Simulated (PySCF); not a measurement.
Electron correlation in Li⁺ (lithium, charge +1)

1s2, closed-shell 1S. Calculation: PySCF 2.14, in Sapporo-DZP-2012 (5s2p, 11 functions); the spin-free X2C one-electron Hamiltonian (Gaussian nucleus). Frozen: nothing; 2 electrons correlated.

Total MP2 correlation energy: -31.28 mhartree.

Same-spin part 0.00 and opposite-spin part -31.28 mhartree; SCS-MP2 scales them by 1/3 and 6/5 to -37.53 mhartree.

With two correlated electrons CCSD is exact within the correlated space (frozen core and kept virtual orbitals).

| level | correlation energy (mhartree) |
| --- | --- |
| CCSD | -36.14 |

Diagnostics: T1 = 0.00066, D1 = 0.0009, largest double amplitude 0.026.

Cost of the coupled-cluster step: 0.03 s of wall time on 1 thread of Intel(R) Xeon(R) Platinum 8259CL CPU @ 2.50GHz (shared host), for 2 correlated electrons.
